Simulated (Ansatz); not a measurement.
Cl3La, singlet, at a GFN2-xTB geometry (such geometries of metal compounds can be far from the true shape) (core potentials on La). Base run: PBE0/def2-SVP (Ansatz, a program for electronic structure).

Input for Ansatz:
Ansatz 0.2 input:
```yaml
crystal:
  periodic: [false, false, false]
  atoms:
    - {symbol: La, position_ang: [0.19334028, -0.19046844, -0.61524174]}
    - {symbol: Cl, position_ang: [-1.96926279, -0.82209264, 0.45709470]}
    - {symbol: Cl, position_ang: [-0.10301305, 2.17690188, 0.11512742]}
    - {symbol: Cl, position_ang: [1.42401726, -0.71617979, 1.49064724]}
basis:
  gaussian:
    orbitals: def2-SVP
hamiltonian:
  xc: pbe0
```

The base run was repeated with changes; each row names its change, and settings that it needs were set with it.

```
change              basis functions       E (Eh)
------------------  ---------------  -----------
base                             86  -1411.54054
basis = def2-SV(P)               79  -1411.52082
basis = def2-SVPD               116  -1411.55716
basis = def2-TZVP               151  -1412.00777
basis = def2-TZVPD              181  -1412.00961
basis = def2-TZVPP              182  -1412.01247
basis = def2-QZVP               282  -1412.05440
basis = def2-QZVPP              291  -1412.05500
```

Totals compare only among sets that treat the same electrons; sets with core potentials leave the core out.
